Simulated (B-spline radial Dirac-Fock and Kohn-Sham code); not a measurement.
# Relativistic shifts of the levels of Yb¹⁵⁺

System: ytterbium as Yb¹⁵⁺, configuration [Kr] 4d10 4f9.

Both columns are ΔSCF binding energies of the configuration average from a B-spline atomic structure program: non-relativistic Hartree-Fock with a point nucleus, and Dirac-Fock with a finite nucleus and the Coulomb interaction alone, averaged over the two j levels with weights 2j+1.

```
shell  Hartree-Fock (eV)  Dirac-Fock (eV)  shift (eV)  shift (%)
   1s            57541.7          61972.6    +4430.88      +7.70
   2s             9717.2          10881.4    +1164.21     +11.98
   2p             9283.5           9667.0     +383.50      +4.13
   3s             2476.6           2761.3     +284.71     +11.50
   3p             2278.4           2384.8     +106.34      +4.67
   3d             1913.3           1900.2      -13.04      -0.68
   4s              758.8            831.7      +72.85      +9.60
   4p              676.1            703.5      +27.34      +4.04
   4d              526.3            525.3       -0.96      -0.18
   4f              337.7            332.4       -5.26      -1.56
```

Relativity binds 1s, 2s, 2p, 3s, 3p, 4s, 4p more strongly, among those listed most of all 2s in relative terms, and 3d, 4d, 4f more weakly, because the contracted s and p shells screen the nucleus better.

Values without a named source are computed, but for edge energies of neutral atoms, which are taken from tables.
